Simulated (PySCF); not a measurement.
Question: Give a GFN2-xTB geometry of `CC#CC1=COC([S-])=C1`. (Charge -1.)

Answer: 
```xyz
14
C7H5OS angstrom
C     -3.2796   -0.3710    0.2962
C     -1.8435   -0.1614    0.2851
C     -0.6553    0.0295    0.2742
C      0.7385    0.2174    0.2752
C      1.4047    1.4008    0.0911
O      2.7447    1.2076    0.1626
C      2.9555   -0.1285    0.3979
S      4.5228   -0.7258    0.5466
C      1.7363   -0.7735    0.4733
H     -3.6077   -0.7019    1.2842
H     -3.7985    0.5581    0.0498
H     -3.5591   -1.1318   -0.4361
H      1.0561    2.4000   -0.0904
H      1.5845   -1.8200    0.6482
```

Any rigid rotation of these coordinates is as good. Atoms count from 1 in this order. C7 (substituted aromatic carbon) is planar (angles 130.6°, 120.2° and 109.2°, sum 360.0°, 0.00 Å off the plane of its three neighbours). The 5-membered ring C4–C5–O6–C7–C9 has internal angles of 106.2° to 110.5°; it is planar, 0.00 Å rms from its mean plane, widest ring torsion 0°. The C–C distances run from 1.203 Å (C2≡C3, drawn triple) to 1.451 Å (C1–C2, drawn single), a spread of 0.248 Å. C4 (substituted aromatic carbon) is planar (angles 127.1°, 126.7° and 106.2°, sum 360.0°, 0.00 Å off the plane of its three neighbours).

Bonds between heavy atoms (Å): C1–C2 1.451, C2≡C3 1.203, C3–C4 1.406, C4–C5 1.370, C5–O6 1.356, O6–C7 1.373, C7–S8 1.684, C7–C9 1.381, C4–C9 1.420.

The geometry is computed with GFN2-xTB (gas phase).

Point group: near Cs, missed by 0.13 Å at most; the miss may be what the optimiser left on a soft mode. Whether it is a minimum is left open (no frequencies).
